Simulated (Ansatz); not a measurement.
A calculation with Ansatz (development build ahead of 0.2.0).

```yaml
crystal:
  periodic: [false, false, false]
  atoms:
    - { symbol: H, position_ang: [-0.92222, -0.93192, -0.92533] }
    - { symbol: Li, position_ang: [-0.9333, -0.93666, 0.93232] }
    - { symbol: Li, position_ang: [-0.9229, 0.93124, -0.92098] }
    - { symbol: H, position_ang: [-0.93318, 0.92259, 0.92492] }
    - { symbol: Li, position_ang: [0.93303, -0.92597, -0.92865] }
    - { symbol: H, position_ang: [0.9239, -0.92107, 0.92297] }
    - { symbol: H, position_ang: [0.93827, 0.92943, -0.92326] }
    - { symbol: Li, position_ang: [0.9349, 0.93049, 0.92727] }
basis:
  gaussian: { orbitals: cc-pVDZ }
hamiltonian:
  xc: hf
```

The input is written out in the form of the current development build from the run's settings.

The run gave:

```json
{
 "Converged": "yes",
 "Total energy": "-32.14394 hartree",
 "Spin squared of the determinant": "0.000"
}
```
